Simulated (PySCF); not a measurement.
How methods differ on the ionisation energy of Re⁶²⁺

Re⁶²⁺ [Ne] 3s2 3p1 [3p1/2^1, M_J = 1/2] → Re⁶³⁺ [Ne] 3s2, as a difference of total energies. Calculation: PySCF 2.14, in an even-tempered Gaussian basis (18 s from 20 bohr⁻², ratio 2.4; 14 p from 26 bohr⁻², ratio 2.4; 4 d from 86 bohr⁻², ratio 2.6; 4 f from 130 bohr⁻², ratio 2.6); the two-component X2C-1e Hamiltonian. Correlated levels: 1s2 frozen; the 48 highest virtual spinors dropped. "Screened" scales the spin-orbit matrix elements by Boettger's factors to mimic the two-electron term; Breit and QED terms are absent.

```csv
method,ionisation energy (eV)
GHF (spin-free),6680.6
GMP2 (spin-free),6681.2
GHF (screened spin-orbit),6960.5
GMP2 (screened spin-orbit),6960.5
```

Breit and QED terms and the two-electron picture change are absent.

The spin-free rows lack the spin-orbit shift.

For comparison: 6952 ± 15 eV (theoretical estimate listed by NIST; NIST Atomic Spectra Database, ionization energies).
